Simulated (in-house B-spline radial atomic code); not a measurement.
## KLI/ALDAx excitations of Sn⁴⁰⁺

Method: KLI/ALDAx. Computed with a B-spline radial code for spherical atoms: linear response of the closed shell [He] 2s2 2p6 with the adiabatic LDA exchange kernel on the exchange-only KLI potential; non-relativistic, point nucleus, no spin-orbit coupling, no double excitations, S, P, D and F terms only. Only terms of natural parity with L up to 3 were computed.

Without relativity these are model numbers for so heavy an element.

Command:
```bash
python run_td.py task.json out
```
Settings (radii: box in bohr, nucleus in fm):
```
Z                        50
electrons                10
configuration            [He] 2s2 2p6
hamiltonian              nr
method                   kli
box_radius               3.19
intervals                67
```

Cost of the run: 0.2 s on 1 thread of Arm Neoverse N1, with other jobs on the host.

The lowest states, in the order of their Tamm-Dancoff energies; the method's threshold (minus the highest occupied level) is 6398.74 eV. Labels give the largest channel, * marks a mixed state, and oscillator strengths are full-response dipole values. Semilocal kernels can invert the small singlet-triplet splittings of Rydberg terms. Energies in eV:

```json
{"state": "2p → 3s 3P", "full response": "3610.60", "Tamm-Dancoff": "3610.61", "oscillator strength": "-"}
{"state": "2p → 3s 1P", "full response": "3617.61", "Tamm-Dancoff": "3617.65", "oscillator strength": "0.17"}
{"state": "2p → 3p 3S", "full response": "3676.06", "Tamm-Dancoff": "3676.11", "oscillator strength": "-"}
{"state": "2p → 3p 3D", "full response": "3683.85", "Tamm-Dancoff": "3683.87", "oscillator strength": "-"}
{"state": "2p → 3p 1D", "full response": "3690.16", "Tamm-Dancoff": "3690.17", "oscillator strength": "-"}
{"state": "2p → 3p 1S", "full response": "3737.32", "Tamm-Dancoff": "3738.25", "oscillator strength": "-"}
{"state": "2p → 3d 3P", "full response": "3775.59", "Tamm-Dancoff": "3775.62", "oscillator strength": "-"}
{"state": "2p → 3d 3F", "full response": "3779.42", "Tamm-Dancoff": "3779.44", "oscillator strength": "-"}
{"state": "2p → 3d 1F", "full response": "3787.81", "Tamm-Dancoff": "3787.81", "oscillator strength": "-"}
{"state": "2p → 3d 1P", "full response": "3826.11", "Tamm-Dancoff": "3826.72", "oscillator strength": "3.49"}
{"state": "2s → 3s 3S", "full response": "3838.89", "Tamm-Dancoff": "3838.90", "oscillator strength": "-"}
{"state": "2s → 3s 1S", "full response": "3860.90", "Tamm-Dancoff": "3861.41", "oscillator strength": "-"}
{"state": "2s → 3p 3P", "full response": "3913.39", "Tamm-Dancoff": "3913.40", "oscillator strength": "-"}
{"state": "2s → 3p 1P", "full response": "3919.64", "Tamm-Dancoff": "3919.65", "oscillator strength": "0.713"}
{"state": "2s → 3d 3D", "full response": "4007.63", "Tamm-Dancoff": "4007.66", "oscillator strength": "-"}
{"state": "2s → 3d 1D", "full response": "4022.59", "Tamm-Dancoff": "4022.63", "oscillator strength": "-"}
{"state": "2p → 4s 3P", "full response": "4872.60", "Tamm-Dancoff": "4872.60", "oscillator strength": "-"}
{"state": "2p → 4s 1P", "full response": "4874.98", "Tamm-Dancoff": "4874.99", "oscillator strength": "0.0331"}
{"state": "2p → 4p 3S", "full response": "4900.95", "Tamm-Dancoff": "4900.97", "oscillator strength": "-"}
{"state": "2p → 4p 3D", "full response": "?", "Tamm-Dancoff": "?", "oscillator strength": "-"}
{"state": "2p → 4p 1D", "full response": "?", "Tamm-Dancoff": "?", "oscillator strength": "-"}
{"state": "2p → 4p 1S", "full response": "4922.41", "Tamm-Dancoff": "4922.77", "oscillator strength": "-"}
```

Question: Where does 2p → 4p 3D lie?

Answer: At 4903.53 eV in full response, 4903.54 eV in Tamm-Dancoff.

Question: Where does 2p → 4p 1D lie?

Answer: At 4905.73 eV in full response, 4905.73 eV in Tamm-Dancoff.

Question: How large is the singlet-triplet splitting of 2p → 3s (P terms) in Tamm-Dancoff?

Answer: 7.04 eV, from the unrounded values.

Question: What polarisabilities and dispersion coefficient does the method give?

Answer: Dipole 0.0002916 bohr³, quadrupole 7.023e-06 bohr⁵, C6 1.005e-05 hartree·bohr⁶ for two such species.
